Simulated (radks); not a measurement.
Isoelectronic series with 30 electrons, all held in the configuration [Ar] 3d10 4s2, which need not be the ground one along the series. All-electron calculation, scalar-relativistic Kohn-Sham, BLYP, spin-unpolarised, spherical densities, finite nucleus; Fermi nuclear charge, rms radius of each element as measured or else 0.836 A^(1/3) + 0.57 fm. Program: a radial shooting solver on a logarithmic mesh with Libxc functionals. Total energies (hartree) and mean radii <r> (bohr):

| ion | E (hartree) | 4s | 3d | 3p |
|---|---|---|---|---|
| Zn | -1796.38460 | 2.653 | 0.9127 | 0.7133 |
| Ga+ | -1944.10778 | 2.217 | 0.8084 | 0.6792 |
| Ge2+ | -2098.38386 | 1.942 | 0.7322 | 0.6470 |
| As3+ | -2259.19807 | 1.744 | 0.6726 | 0.6167 |
| Se4+ | -2426.54918 | 1.591 | 0.6239 | 0.5886 |
| Br5+ | -2600.44510 | 1.467 | 0.5830 | 0.5625 |
| Kr6+ | -2780.89867 | 1.364 | 0.5479 | 0.5384 |
| Rb7+ | -2967.92692 | 1.276 | 0.5173 | 0.5161 |
| Sr8+ | -3161.54953 | 1.200 | 0.4903 | 0.4955 |
